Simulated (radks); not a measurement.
Problem. The table gives one normalised radial function P(r) = r R(r) (large component) of Ca3+ in [Ne] 3s2 3p5 (r in bohr). Method: Dirac Kohn-Sham, BLYP, spin-unpolarised, spherical densities, point nucleus; open shells fill j = l - 1/2 first; computed with a radial shooting solver on a logarithmic mesh with Libxc functionals.

r           P
0.004485   0.0791
0.005701   0.0978
0.00719    0.1193
0.00914    0.1452
0.01153    0.1736
0.01454    0.2047
0.01848    0.2380
0.0233     0.2685
0.02939    0.2928
0.03736    0.3046
0.04712    0.2945
0.05942    0.2532
0.07554    0.1681
0.09526    0.0402
0.1211    -0.1332
0.1527    -0.3178
0.1926    -0.4763
0.2448    -0.5506
0.3088    -0.4763
0.3894    -0.2292
0.495      0.1754
0.6243     0.6081
0.7873     0.9405
1.001      1.0539
1.262      0.9163
1.605      0.6197
2.024      0.3292
2.552      0.1315
3.244      0.0353
4.091      0.0063

Which n and l does it have? It may be an empty orbital.

Solution. n = 3, l = 0: the number of nodes gives n - l - 1 = 2, the rise at small r points to l (this Dirac orbital starts as r^gamma with gamma = sqrt((l + 1)^2 - (Z/c)^2) = 0.99; the j = 1/2 orbital of l + 1 starts with the same power, but with a smaller coefficient, and then steepens), and the extent must fit the shell. The curve is that of 3s1/2. 3s1/2: eigenvalue -79.105 eV, 2 radial nodes at r = 0.101, 0.450 bohr, <r> = 1.12 bohr, 90 % of the charge inside 1.67 bohr.
